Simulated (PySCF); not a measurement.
## A thermochemical cycle for SrS

PBE in PySCF with def2-SVPD on every atom (core potentials on Sr), for the lowest determinant that a PBE0 search found; no spin–orbit coupling. SrS, a singlet (closed shell), has De = 3.85 eV to neutral atoms, and SrS⁺, a doublet (π ↑), has De = 2.85 eV to Sr⁺ + S.

At the same level the Sr atom ionises at 5.70 eV.

Task: What is the adiabatic ionisation energy of the molecule, and does ionisation strengthen or weaken the bond?

Result: IE = IE(Sr) + De(neutral) − De(ion) = 5.70 + 3.85 − 2.85 = 6.70 eV. De changes by -1.00 eV, so ionisation weakens the bond.

Spin–orbit coupling is left out. For an ion De counts to the pair picked by the measured ionisation energies or electron affinities, which need not be the lowest pair at this level. States were picked by a PBE0 search and need not be the measured ground states.
